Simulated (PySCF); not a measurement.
Hf(Cl)3(SH) (Cl3HHfS), SMILES [SH][Hf]([Cl])([Cl])[Cl], multiplicity 1.

Geometry: B3LYP-D3(BJ)/def2-SVP. The spin state was assumed, not searched. The def2 effective core potentials stand for the cores of Hf; spin–orbit coupling is left out. The values are those of a single conformer.

All values below come from PBE/def2-TZVP (PySCF).

Symmetry labels are those of the subgroup Cs that the program uses (full group Cs).

Computed valence orbital energies around the gap with their symmetry:
```json
[
 {"orbital": "HOMO−7", "symmetry": "A'", "energy (eV)": "-8.98"},
 {"orbital": "HOMO−6", "symmetry": "A\"", "energy (eV)": "-8.97"},
 {"orbital": "HOMO−5", "symmetry": "A'", "energy (eV)": "-8.78"},
 {"orbital": "HOMO−4", "symmetry": "A\"", "energy (eV)": "-8.52"},
 {"orbital": "HOMO−3", "symmetry": "A'", "energy (eV)": "-8.48"},
 {"orbital": "HOMO−2", "symmetry": "A\"", "energy (eV)": "-8.22"},
 {"orbital": "HOMO−1", "symmetry": "A'", "energy (eV)": "-8.04"},
 {"orbital": "HOMO", "symmetry": "A\"", "energy (eV)": "-7.04"},
 {"orbital": "LUMO", "symmetry": "A'", "energy (eV)": "-3.22"},
 {"orbital": "LUMO+1", "symmetry": "A\"", "energy (eV)": "-2.85"},
 {"orbital": "LUMO+2", "symmetry": "A'", "energy (eV)": "-2.31"},
 {"orbital": "LUMO+3", "symmetry": "A'", "energy (eV)": "-2.17"}
]
```
